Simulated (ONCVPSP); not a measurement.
# N (Z = 7): one change to an ONCV potential, before and after

```
Element                 : nitrogen (N)
Generator               : ONCVPSP 4.0.1
Type                    : optimised norm-conserving Vanderbilt (ONCV)
Functional              : PBEsol
Relativity              : scalar-relativistic
Frozen core             : [He]
Valence charge          : 5
Reference configuration : 2s2 2p2.5 (charge +0.5)
Partial waves           : 2s: rc 0.85 bohr, ncon 4, nbas 8, qcut 8.3 1/bohr, local; 2p: rc 2.35 bohr, ncon 4, nbas 7, qcut 4.9 1/bohr, 2 projectors, debl 3.9 Ha; d scattering state at 0.04 Ha: rc 2.40 bohr, ncon 4, nbas 8, qcut 3.9 1/bohr, 2 projectors, debl 0.5 Ha
Local potential         : the s channel
Core correction         : none
```

All-electron outer shells of the reference configuration (PBEsol, scalar-relativistic, ld1.x):

```
shell  level (eV)  outermost node (bohr)  outermost maximum (bohr)
   1s     -390.86                      –                      0.15
   2s      -24.98                   0.32                      1.00
   2p      -13.37                      –                      0.94
```

Change: s: rc 1.12.

Cutoffs: the cutoffs (Ha) at which the residual kinetic energy of the hardest occupied pseudo-wave falls to 1 and 0.1 mHa per electron; they do not see the model core or the augmentation charge, which bear on the density cutoff. Errors are all-electron minus pseudo energies relative to the spin-unpolarised reference configuration.

**Question.** How do hardness, ghosts and transferability respond?

**Answer.** The potential gets softer (30 Ha and 55 Ha → 26 Ha and 32 Ha); the errors of the 4 common tests hardly move; neither file shows a bound ghost. A larger radius leaves more room for a smooth pseudo-wave, so fewer plane waves are needed.

```tsv
quantity	base	changed
cutoff, loose	30 Ha	26 Ha
cutoff, tight	55 Ha	32 Ha
loose cutoff by channel	s 30 Ha, p 11 Ha	s 26 Ha, p 11 Ha
bound ghosts	none	none
GHOST(+) flags under 300 eV	none	none
error for 2s2 2p3, meV [ΔE -5.06 eV]	+24	+24
error for 2s2 2p2, meV [ΔE 8.46 eV]	+52	+52
error for 2s2 2p1, meV [ΔE 37.20 eV]	+797	+803
error for 2s1 2p0, meV [ΔE 161.60 eV]	+5469	+5469
p: phases at 2.39 bohr within 0.05 rad from the reference energy up to (Ha; the scan ends near 5)	0.2	0.2
d: phases at 2.43 bohr within 0.05 rad from the reference energy up to (Ha; the scan ends near 5)	2.4	2.4
```
